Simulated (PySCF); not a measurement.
BH, SMILES [BH] (connectivity only; charge and spin as stated), neutral, multiplicity 1. Atoms are numbered in the order given.

```xyz
2

B      0.0000     0.0000    -0.2069
H      0.0000     0.0000     1.0343
```
Charge 0, spin multiplicity 1.

The structure is a stationary point at PBE0-D3(BJ)/def2-TZVPD.

Level of theory: PBE/pcSseg-2 in PySCF.

GIAO shieldings, no solvent; atoms alike by connectivity are averaged. δ = σ(ref) − σ: ¹¹B against BF3 (σ = 83.1 ppm); ¹H against TMS (σ = 31.47 ppm), references at their B3LYP-D3(BJ)/def2-TZVP geometries, non-relativistic.

Computed chemical shifts:
```tsv
nucleus	atoms	count	δ (ppm)
¹¹B	B1	1	354.5
¹H	H2	1	8.58
```
